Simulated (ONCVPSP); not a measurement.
# Potentials for iron (Fe) compared

Generated with ld1.x 7.5 (TM, RRKJ, ultrasoft, PAW), atompaw 4.2 or ONCVPSP 4.0.1. The cutoff is in Ry: for ld1.x and atompaw files where the sum of valence levels is converged to 10 mRy in a Bessel basis, for ONCV files where the hardest occupied wave has 1 mHa per electron of residual kinetic energy. The error is the largest all-electron minus pseudo excitation energy over each file’s own four to seven test configurations (ionisations up to +4, promotions, holes and added fractions of an electron), all of which were solved. The labels leave out finer settings (local radius, basis sizes, second energies), which also bear on the numbers. Spin-polarised tests are not counted. The rows are a selection from randomly drawn settings: files with unsolved tests, undetermined cutoffs or missed reference levels are left out.

A true bound ghost makes a file unfit for plane-wave use even where its test errors are small: the radial tests pick states by their node count and pass the ghost by.

```csv
potential,cutoff (Ry),largest error (meV),bound ghosts
"ONCV, PBE, scalar-relativistic, rc 1.35/1.20/1.25 (spd), local smoothed, core correction yes, reference 3s2 3p6 3d6 4s2, qcut 8.3/12.2/15.3, projectors 2/2/2",148,+55,none
"ONCV, PBEsol, scalar-relativistic, rc 1.50/0.75/1.20/1.55 (spdf), local smoothed, core correction no, reference 3s2 3p6 3d6.5 4s1.5, qcut 7.4/12.2/16/7.5, projectors 2/2/3/1",158,+2.2,none
"ONCV, PBE, scalar-relativistic, rc 1.10/1.15/1.25 (spd), local smoothed, core correction yes, reference 3s2 3p6 3d6 4s2, qcut 8.4/14.6/12.4, projectors 2/1/1",137,-6.1,none
"ONCV, PBE, scalar-relativistic, rc 2.40/2.20/1.10 (spd), local smoothed, core correction yes, reference 3d6 4s2, qcut 3/4.3/16.6, projectors 2/2/2",175,-162,s
"ONCV, LDA (Perdew-Zunger), fully relativistic, rc 1.20/1.30/0.90 (spd), local smoothed, core correction no, reference 3s2 3p6 3d6 4s1 4p1, qcut 7.7/10.3/11.5, projectors 2/2/2",302,+3.2,none
"ONCV, PBEsol, scalar-relativistic, rc 1.35/0.90/1.50 (spd), local smoothed, core correction yes, reference 3s2 3p6 3d6 4s0.5, qcut 7.5/8.8/9.4, projectors 2/2/3",76,+53,none
"ONCV, PBE, scalar-relativistic, rc 1.25/1.35/1.25 (spd), local d, core correction no, reference 3s2 3p6 3d6 4s2, qcut 7.6/8.7/15, projectors 3/2/0",146,-22,none
"ONCV, PBEsol, scalar-relativistic, rc 1.85/0.95/0.95 (spd), local smoothed, core correction yes, reference 3p6 3d6 4s2, qcut 4/8.8/17.1, projectors 2/2/1",207,+74,s
```

(1) Fill in the row for Fe: ONCV, revPBE, fully relativistic, rc 1.25/0.85/1.60 (spd), local smoothed, core correction yes, reference 3s2 3p6 3d6, qcut 11/9.9/10.1, projectors 1/3/2.

Results:

(1) cutoff 82 Ry, largest error +2035 meV, bound ghosts: none.
